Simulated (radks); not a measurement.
Q: Cu, 29 electrons, occupied as [Ar] 3d10 4s0.5 4p0.5 (fractional occupations, a model configuration). All-electron calculation, scalar-relativistic Kohn-Sham, PBE, spin-unpolarised, spherical densities, point nucleus. Program: a radial shooting solver on a logarithmic mesh with Libxc functionals. Some entries of the table are withheld. Estimate them.

| orbital | occ. | eigenvalue (hartree) | <r^2> (bohr^2) |
|---|---|---|---|
| 1s | 2 | -325.3165 | 0.003656 |
| 2s | 2 | -39.08439 | 0.06526 |
| 2p | 6 | -33.73766 | 0.05227 |
| 3s | 2 | -4.25735 | 0.5867 |
| 3p | 6 | (1) | 0.6656 |
| 3d | 10 | -0.22712 | 1.530 |
| 4s | 0.5 | -0.19909 | 9.698 |
| 4p | 0.5 | (2) | 29.47 |

A: 
(1) 3p eigenvalue (hartree): -2.69364
(2) 4p eigenvalue (hartree): -0.04669
